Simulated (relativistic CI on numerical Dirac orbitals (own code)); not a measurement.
## One change at a time: Gd44+

Base calculation: Dirac-Coulomb-Breit CI, orbitals from a KLI potential per configuration, model QED, unscaled Slater integrals.

Configuration list (outside the closed core [Ne]): 3s2.3p6.3d2, 3s2.3p5.3d3, 3s.3p6.3d3, 3s2.3p6.3d.4s, 3s2.3p6.3d.4p, 3s2.3p6.3d.4d, 3s2.3p5.3d2.4s, 3s2.3p6.3d.4f, 3s2.3p5.3d2.4p, 3s2.3p5.3d2.4d, 3s.3p6.3d2.4s, 3p6.3d3.4p, 3s.3p6.3d2.4p, 3s2.3p6.4s2, 3s2.3p6.4s.4p, 3s2.3p6.3d.5s, 3s2.3p6.3d.5d, 3s2.3p6.3d.5g, 3p6.3d4, 3p5.3d5, 3p5.3d4.4s, 3p6.3d3.4s, 3p5.3d3.4s2, 3s2.3p6.4p2, 3s2.3p5.4s.4p2, 3s2.3p6.4s.4d, 3s2.3p5.4s2.4d, 3s.3p6.3d.4s2, 3s.3p6.4s2.4p, 3s.3p6.4s2.4d. Double excitations out of closed p, d and f shells are left out; levels of such configurations are missing from the list, as are those of other unlisted configurations, and high levels can miss mixing partners. These lack a partner that the ground configuration has and come out too high: 3s2.3p5.3d2.4p, 3s2.3p5.3d2.4d.

The lowest level and the first level of each name with at least 55 % of one term (blank where a level has no safe partner in the second run):

```json
{"Level": "3s2.3p6.3d2 3F_2", "Base (cm⁻¹)": "0", "Shift (cm⁻¹)": "0"}
{"Level": "3s2.3p6.3d2 3P_0", "Base (cm⁻¹)": "153271", "Shift (cm⁻¹)": "+2779"}
{"Level": "3s2.3p6.3d2 3F_3", "Base (cm⁻¹)": "282164", "Shift (cm⁻¹)": "-553"}
{"Level": "3s2.3p6.3d2 1G_4", "Base (cm⁻¹)": "372982", "Shift (cm⁻¹)": "-96"}
{"Level": "3s2.3p6.3d2 3P_1", "Base (cm⁻¹)": "384838", "Shift (cm⁻¹)": "+3367"}
{"Level": "3s2.3p6.3d2 3F_4", "Base (cm⁻¹)": "625268", "Shift (cm⁻¹)": "-171"}
{"Level": "3s2.3p6.3d2 1S_0", "Base (cm⁻¹)": "852268", "Shift (cm⁻¹)": "+1618"}
{"Level": "3s2.3p5.3d3 5D°_0", "Base (cm⁻¹)": "1853504", "Shift (cm⁻¹)": "-2976"}
{"Level": "3s2.3p5.3d3 3P°_1", "Base (cm⁻¹)": "2445419", "Shift (cm⁻¹)": "-3157"}
{"Level": "3s2.3p5.3d3 3I°_7", "Base (cm⁻¹)": "2447574", "Shift (cm⁻¹)": "-3536"}
```

At this charge energies of transitions that change n are usually good to better than 1 %, and those within a shell (Δn = 0) to a few per cent.

**Question.** One thing was changed in a second run, which moved the levels as shown. Which?
A. QED terms removed
B. P86 correlation estimate
C. Breit term removed
D. configuration mixing switched off

**Answer.** D. Configuration mixing switched off. Without mixing, levels that were pushed by configurations of the same parity and J return to their single-configuration places.

LS names give the leading component of a level, which can be under half, so a name can repeat, a term be missing and a line seem to break the LS rules.
